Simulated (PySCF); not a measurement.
C₂H₃O₂, SMILES CO[C]=O, multiplicity 2. Geometry optimised at B3LYP-D3(BJ)/def2-SVP. The isomer is the one that the SMILES or the coordinates give; other isomers of the formula were not compared. Other conformers were not sampled.

Computed equilibrium geometry at B3LYP-D3(BJ)/def2-SVP (PySCF confirms it by a frequency run) as Cartesian coordinates in Å, and its point group (one conformer of several):
point group Cs.
```xyz
7

C     -0.4434    -1.3273     0.0000
O      0.7290    -0.4726     0.0000
C      0.5121     0.8216     0.0000
O     -0.5102     1.4300     0.0000
H     -1.0478    -1.1343    -0.8982
H     -0.0678    -2.3565     0.0000
H     -1.0478    -1.1343     0.8982
```
Charge 0, spin multiplicity 2.
